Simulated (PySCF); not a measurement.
Working out the ionisation energy of Zn⁺

Zn⁺ [Ar] 3d10 4s1 (2S) → Zn²⁺ [Ar] 3d10 (1S). Calculation: PySCF 2.14, in def2-TZVPPD (6s6p4d2f1g, 67 functions); the non-relativistic Hamiltonian (point nucleus). Frozen: [Ne]. Energies in hartree (1 hartree = 27.21139 eV):

```json
{"part": "UHF", "Zn⁺ (lower)": "-1777.526451", "Zn²⁺ (upper)": "-1776.916798"}
{"part": "MP2 opposite-spin", "Zn⁺ (lower)": "-0.509535", "Zn²⁺ (upper)": "-0.491383"}
{"part": "MP2 same-spin", "Zn⁺ (lower)": "-0.263823", "Zn²⁺ (upper)": "-0.249003"}
```

What does Hartree-Fock give?

(-1776.916798) − (-1777.526451) = 0.609653 hartree = 16.590 eV.

What do MP2 and SCS-MP2 (6/5 opposite-spin, 1/3 same-spin) give?

The opposite-spin parts differ by 0.494 eV and the same-spin parts by 0.403 eV. MP2: 16.590 + (0.494) + (0.403) = 17.487 eV. SCS-MP2: 16.590 + 1.2 × (0.494) + (0.403)/3 = 17.317 eV.

Measured between the centres of the two terms (NIST): 17.964 eV, so MP2 (valence and next inner shell) is off by -0.477 eV.

The calculation is non-relativistic.

What remains against the reference includes basis incompleteness, the frozen core and correlation beyond second order.
